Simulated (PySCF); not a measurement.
Which enantiomer?

Level of theory: PySCF, TDDFT BHandHLYP/def2-SVPD circular dichroism and optical rotation, one conformer, gas phase. Geometry: GFN2-xTB.

States above about 8.6 eV (minus the energy of the highest occupied orbital) lie near or above the ionisation threshold and depend on the basis.

Values for one enantiomer of C₅H₆FNS, R in 10⁻⁴⁰ esu² cm² (velocity form):
| λ (nm) | f | R |
| --- | --- | --- |
| 253 | 0.0001 | -0.8 |
| 181 | 0.021 | +24.6 |
| 175 | 0.020 | -4.9 |
| 173 | 0.028 | +33.9 |
| 164 | 0.028 | -11.7 |
| 160 | 0.018 | -8.5 |
| 160 | 0.028 | -16.2 |
| 157 | 0.012 | +4.4 |
| 153 | 0.012 | -6.9 |
| 148 | 0.010 | +14.5 |
| 145 | 0.020 | +4.4 |
| 144 | 0.010 | -11.8 |
| 143 | 0.014 | -0.8 |
| 141 | 0.019 | +9.4 |
| 140 | 0.027 | -30.0 |
| 139 | 0.049 | +18.6 |

[α] at 589.3 nm: +9 deg dm⁻¹ (g/mL)⁻¹ (origin-invariant length gauge).

Question: Which structure gives these signs?
A. C[C@]1(C#N)CS[C@@H]1F
B. C[C@@]1(C#N)CS[C@H]1F

Answer: B. Its CIP labels in SMILES order are R, R; the other enantiomer gives every sign reversed.

The signs above follow by mirror symmetry from the run on the other enantiomer. Geometry of C[C@]1(C#N)CS[C@@H]1F as run:
```xyz
14

C     1.252    0.456    0.626
C     0.091   -0.039   -0.233
C     0.566   -0.419   -1.545
N     0.922   -0.725   -2.586
C    -1.084    0.957   -0.280
S    -2.118   -0.064    0.838
C    -0.709   -1.173    0.451
F    -0.101   -1.717    1.531
H     0.889    0.717    1.617
H     1.706    1.331    0.166
H     2.006   -0.322    0.726
H    -1.548    1.054   -1.260
H    -0.863    1.939    0.131
H    -1.009   -1.996   -0.205
```
